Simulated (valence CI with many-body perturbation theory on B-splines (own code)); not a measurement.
**E1 transitions of Fe XXI**

Level of theory: relativistic CI+MBPT: four valence electrons over a frozen Dirac-Fock core [He], radial functions for each j: 11 s, 11 p, 9 d, 7 f, 5 g, 2 h, 1 i, with the one-electron correlation potential Σ1 (screened to all orders), the two-electron term Σ2, the three-electron term Σ3, Breit, model QED; selected single and double excitations, second order for the rest (own B-spline code, finite nucleus).

No measured spectrum was set against this ion. As an estimate, levels of excited configurations hold to 0.05 to 0.15 % of their energy, terms of the ground configuration to about 0.5 %. Among the levels kept, up to 270 cm⁻¹ of a level comes from second order outside the variational space, and about a tenth of that is noise between levels of different J, which matters for small intervals.

Lines 101 to 150 of 258 in falling wavelength, among levels below 1081.7 eV, chosen from the strongest by gf and those to the six lowest levels. Wavelengths and rates use the calculated energies, so an error of 500 cm⁻¹ moves a line at 8.620 nm by 0.043 % and its rate by three times that or more. Electric multipoles are in the length gauge, E1 and E2 with the static RPA response of the core. Weak lines are less certain than strong ones. Lines between different terms over intervals too small for the method are left out, as are lines whose strength nearly cancels. The highest levels of a list are the least certain.

Names give the largest LS component (configuration and term), which can be under half, so a name can repeat, a term be missing and a line seem to break the LS rules; names also repeat where a configuration has a term twice. Letters in brackets count levels of one name in rising energy.

```csv
λ vac (nm),Upper,Lower,A (s⁻¹),log gf,Branch %
8.620,2p4 3P_2,2s 2p3 5S°_2,1.43e+09,-2.10,2.3
8.419,2s 2p3 1P°_1,2s2 2p2 3P_1,4.93e+09,-1.80,5.6
1.364,2s 2p2 3s 3P_2 [a],2s 2p3 3P°_2,8.03e+11,-0.95,28.1
1.357,2s 2p2 3s 1D_2,2s 2p3 1D°_2,1.15e+12,-0.80,68.3
1.346,2s2 2p 3s 3P°_1,2s2 2p2 1D_2,9.71e+10,-2.10,3.9
1.346,2s2 2p 3s 1P°_1,2s2 2p2 1S_0,8.04e+11,-1.18,23.8
1.345,2s 2p2 3s 1P_1,2s 2p3 1P°_1,2.11e+12,-0.77,42.0
1.343,2s 2p2 3s 3P_1 [a],2s 2p3 3D°_2,1.85e+12,-0.82,65.9
1.338,2s 2p2 3s 3P_2 [a],2s 2p3 3D°_3,1.52e+12,-0.69,53.1
1.336,2s 2p2 3s 3D_2,2s 2p3 3P°_2,9.65e+11,-0.89,30.7
1.327,2s2 2p 3s 3P°_2,2s2 2p2 1D_2,3.94e+11,-1.28,17.4
1.327,2s 2p2 3d 3P_1,2s 2p3 3S°_1,1.47e+12,-0.93,15.2
1.324,2s2 2p 3s 3P°_1,2s2 2p2 3P_2,1.27e+12,-1.00,50.6
1.323,2s2 2p 3s 1P°_1,2s2 2p2 1D_2,2.33e+12,-0.74,69.1
1.321,2s 2p2 3s 1P_1,2s 2p3 1D°_2,2.69e+12,-0.68,53.6
1.319,2s 2p2 3s 3P_2 [b],2s 2p3 3S°_1,7.79e+11,-0.99,33.0
1.318,2s2 2p 3s 3P°_0,2s2 2p2 3P_1,2.12e+12,-1.26,100.0
1.317,2s 2p2 3s 5P_1,2s 2p3 5S°_2,1.55e+12,-0.92,97.8
1.316,2s2 2p 3s 3P°_1,2s2 2p2 3P_1,3.95e+11,-1.51,15.7
1.309,2s 2p2 3s 3D_3,2s 2p3 3D°_3,2.02e+12,-0.44,59.8
1.308,2s 2p2 3s 5P_2,2s 2p3 5S°_2,1.59e+12,-0.69,96.7
1.307,2s 2p2 3s 3D_2,2s 2p3 3D°_2,8.17e+11,-0.98,26.0
1.307,2s 2p2 3s 3D_2,2s 2p3 3D°_1,7.98e+11,-0.99,25.4
1.306,2s 2p2 3d 3P_2,2s 2p3 3P°_1,8.71e+11,-0.95,9.9
1.305,2s2 2p 3s 3P°_2,2s2 2p2 3P_2,1.27e+12,-0.79,56.2
1.305,2s 2p2 3s 3D_3,2s 2p3 3D°_2,8.66e+11,-0.81,25.6
1.303,2s2 2p 3s 3P°_1,2s2 2p2 3P_0,7.15e+11,-1.26,28.5
1.301,2s 2p2 3d 3F_2,2s 2p3 3P°_1,1.48e+12,-0.73,17.3
1.301,2s2 2p 3s 1P°_1,2s2 2p2 3P_2,9.76e+10,-2.13,2.9
1.300,2s 2p2 3d 3P_1,2s 2p3 3P°_2,1.37e+12,-0.98,14.2
1.300,2s 2p2 3s 5P_3,2s 2p3 5S°_2,1.73e+12,-0.51,95.2
1.298,2s2 2p 3s 3P°_2,2s2 2p2 3P_1,5.98e+11,-1.12,26.4
1.296,2s 2p2 3d 3P_1,2s 2p3 3P°_0,4.60e+12,-0.46,47.8
1.294,2s2 2p 3s 1P°_1,2s2 2p2 3P_1,1.23e+11,-2.03,3.6
1.293,2s 2p2 3s 3P_2 [b],2s 2p3 3P°_2,8.31e+11,-0.98,35.2
1.292,2s 2p2 3d 3P_0,2s 2p3 3P°_1,7.18e+12,-0.75,75.1
1.287,2s2 2p 3d 3D°_1,2s2 2p2 1S_0,1.59e+11,-1.93,0.7
1.287,2s 2p2 3d 3D_1,2s 2p3 3P°_2,1.87e+12,-0.86,14.3
1.286,2s 2p2 3d 3D_2,2s 2p3 3P°_2,4.64e+12,-0.24,36.3
1.284,2s 2p2 3d 3D_1,2s 2p3 3P°_1,6.56e+12,-0.31,50.1
1.283,2s 2p2 3d 3D_2,2s 2p3 3P°_1,3.14e+12,-0.41,24.6
1.282,2s 2p2 3d 3D_1,2s 2p3 3P°_0,3.32e+12,-0.61,25.4
1.281,2s 2p2 3d 3P_2,2s 2p3 3D°_1,5.85e+12,-0.14,66.3
1.276,2s 2p2 3d 3F_2,2s 2p3 3D°_2,3.38e+12,-0.38,39.7
1.276,2s2 2p 3d 3F°_2,2s2 2p2 1D_2,7.65e+11,-1.03,30.9
1.276,2s 2p2 3d 3F_2,2s 2p3 3D°_1,2.64e+12,-0.49,31.0
1.276,2s 2p2 3d 3F_3,2s 2p3 3D°_3,7.87e+11,-0.87,8.2
1.275,2s 2p2 3d 5P_3,2s 2p3 3D°_2,6.28e+11,-0.97,3.9
1.273,2s 2p2 3d 3P_1,2s 2p3 3D°_1,1.89e+12,-0.86,19.6
1.271,2s 2p2 3d 3F_3,2s 2p3 3D°_2,7.87e+12,0.13,82.3
```

Question: How does gf follow from A for the line at 1.293 nm?

Answer: gf = 1.4992 × (2J+1)_upper × A / σ², with σ = 7736528 cm⁻¹ and 2J+1 = 5: gf = 0.104.
